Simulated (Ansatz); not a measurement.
Molecule: C2H5BF (charge 0, doublet). It need not be the lowest isomer of its formula. 
Structure (B3LYP-D3(BJ)/def2-TZVP (Ansatz, a first-principles code) minimum search):
```xyz
9

B      0.0517    -0.0005     0.0286
F      0.0494    -0.0579     1.3750
C      1.4226     0.0484    -0.6591
C     -1.3362     0.0106    -0.6948
H      1.5367     0.0959    -1.7361
H      2.3524     0.0378    -0.1000
H     -1.9342     0.8614    -0.3515
H     -1.9093    -0.8831    -0.4259
H     -1.2664     0.0579    -1.7815
```
Charge 0, spin multiplicity 2.

Basis-set convergence of Hartree-Fock and MP2 correlation energies (hartree) with Ansatz. Valence correlation only, unless marked. Open shells are spin-unrestricted. Spin-orbit coupling is left out. Non-relativistic.

```
basis        functions       E(HF)  E(corr, MP2)
-----------  ---------  ----------  ------------
aug-cc-pVDZ        137  -202.83125      -0.55197
aug-cc-pVTZ        299           …             …
```

Problem. What belongs in the gaps?

Solution. 
- aug-cc-pVTZ, E(HF): -202.88918
- aug-cc-pVTZ, E(corr, MP2): -0.67768
